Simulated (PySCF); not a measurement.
TeHBr, SMILES Br[TeH].

The structure is a stationary point at B3LYP-D3(BJ)/def2-TZVP. The def2 effective core potentials stand for the cores of Te; spin–orbit coupling is left out.

Calculation: ωB97X/def2-TZVPD in PySCF.

Symmetry labels are those of the subgroup Cs that the program uses (full group Cs).

Computed valence orbital energies around the gap with their symmetry:
| orbital | symmetry | energy (eV) |
|---|---|---|
| HOMO−7 | A' | -47.30 |
| HOMO−6 | A' | -24.71 |
| HOMO−5 | A' | -20.66 |
| HOMO−4 | A' | -13.48 |
| HOMO−3 | A' | -12.18 |
| HOMO−2 | A" | -11.50 |
| HOMO−1 | A' | -10.77 |
| HOMO | A" | -8.81 |
| LUMO | A' | -0.88 |
| LUMO+1 | A' | 1.06 |
| LUMO+2 | A' | 1.55 |
| LUMO+3 | A' | 1.69 |
